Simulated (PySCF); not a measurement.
# Electric field gradients and quadrupole coupling constants

Compound: C2H7F3OSi2.
Atom-mapped SMILES: `[CH3:1][O:2][SiH2:3][SiH2:4][C:5]([F:6])([F:7])[F:8]` (hydrogens: H9, H10, H11 on C1; H12, H13 on Si3; H14, H15 on Si4)

Cartesian coordinates in Å at the GFN2-xTB level; atoms count from 1:
```
atom  x, y, z in Å
C1    -3.0531    0.3146    0.5043
O2    -1.6876    0.4950    0.2794
Si3   -0.4980   -0.6076    0.2927
Si4    1.2316    0.8293   -0.1960
C5     2.8065   -0.3092   -0.2320
F6     2.7088   -1.2916   -1.1576
F7     3.9486    0.3466   -0.5061
F8     3.0127   -0.9404    0.9471
H9    -3.2291   -0.0885    1.5033
H10   -3.5430    1.2842    0.4149
H11   -3.4767   -0.3735   -0.2296
H12   -0.7518   -1.6736   -0.6912
H13   -0.4237   -1.2940    1.5937
H14    1.3099    1.4671   -1.5176
H15    1.6405    1.8496    0.7786
```

Field gradients from the PBE0/pcSseg-1 density (PySCF, non-relativistic), principal values in atomic units, ordered |Vxx| ≤ |Vyy| ≤ |Vzz|:

| atom | Vxx | Vyy | Vzz |
| --- | --- | --- | --- |
| O2 | -0.5692 | -1.1746 | 1.7438 |

Question: Find the asymmetry η = (Vxx − Vyy)/Vzz and the couplings χ = eQV/h (234.96 MHz × Q in barn × V in au), with Q(17O) = −0.0256 b.

Answer: 
| atom | environment | nucleus | η | χzz (MHz) | χxx (MHz) | χyy (MHz) |
| --- | --- | --- | --- | --- | --- | --- |
| O2 | silyl ether oxygen | 17O | 0.35 | -10.49 | 3.42 | 7.07 |

Question: What is Vzz at O2 in SI units (1 au = 9.71736 × 10²¹ V/m²)?

Answer: 1.7438 au = 16.945 × 10²¹ V/m².

Question: And the gradient at the other heavy atoms, for which no coupling is worked out here?

Answer: 
```
atom              environment  Vzz (au)     η
  C1           methoxy carbon     0.424  0.05
 Si3     oxygen-bound silicon     0.452  0.24
 Si4             SiH2 silicon     0.456  0.38
  C5               CF3 carbon    -0.550  0.02
  F6  fluorine of a CF3 group     2.811  0.05
  F7  fluorine of a CF3 group     2.837  0.04
  F8  fluorine of a CF3 group     2.811  0.05
```

Question: What couplings would deuterons (Q(2H) = 0.00286 b) have in place of the hydrogens, at this geometry?

Answer: 
| atom | bonded to | bond length (Å) | Vzz (au) | η | χzz (kHz) |
| --- | --- | --- | --- | --- | --- |
| H9 | C1 | 1.092 | 0.2982 | 0.08 | 200 |
| H10 | C1 | 1.090 | 0.3017 | 0.07 | 203 |
| H11 | C1 | 1.092 | 0.2982 | 0.08 | 200 |
| H12 | Si3 | 1.473 | 0.1523 | 0.04 | 102 |
| H13 | Si3 | 1.473 | 0.1522 | 0.04 | 102 |
| H14 | Si4 | 1.469 | 0.1575 | 0.02 | 106 |
| H15 | Si4 | 1.469 | 0.1578 | 0.02 | 106 |

One conformer (not necessarily the lowest) at the GFN2-xTB geometry, without solvent, vibrations or thermal averaging. GFN2-xTB bond lengths can be off by several hundredths of an ångström, more for odd bonds, and the gradients follow them. A larger basis could move these couplings by a tenth or more.
